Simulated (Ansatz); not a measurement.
Stepwise reaction of `C[N](C)[Mg][N](C)C` with water, as a gas-phase model of exchange steps in deposition or etching. ΔE in kJ/mol.

Program: Ansatz. Geometries: PBE0-D4/def2-TZVP. ΔE: electronic, gas phase. CCSD(T)/CBS is the MP2 limit (def2-TZVPP, def2-QZVPP) plus CCSD(T) − MP2 in def2-TZVPP, frozen cores. This one scheme is used for every species. Functionals use def2-TZVPP. B3LYP here is the variant with VWN-RPA as its local correlation; programs differ in this. For Mg outer-core shells are correlated without core-valence functions, which leaves a few kJ/mol of doubt a bond. One conformer a species, not always the lowest.

```tsv
step	reaction	PBE-D4	B3LYP-D4	ωB97M-V	CCSD(T)/CBS
1	`C[N](C)[Mg][N](C)C` + H₂O → `C[N](C)[Mg][OH]` + `CNC`	-68.1	-75.1	-76.3	-70.2
2	`C[N](C)[Mg][OH]` + H₂O → `[OH][Mg][OH]` + `CNC`	-69.5	-76.4	-77.2	-72.4
```

Q: By hand: ΔE of the 2 steps together at CCSD(T)/CBS.

A: (-70.2) + (-72.4) = -142.6 kJ/mol, or -71.3 kJ/mol a step.

In ΔE the steps differ by no more than 2.2 kJ/mol. All are downhill at CCSD(T)/CBS. PBE-D4 differs from CCSD(T)/CBS by 2.1 to 2.9 kJ/mol a step. Isolated molecules leave out the surface, adducts and barriers. Largest T1 diagnostic: 0.011.
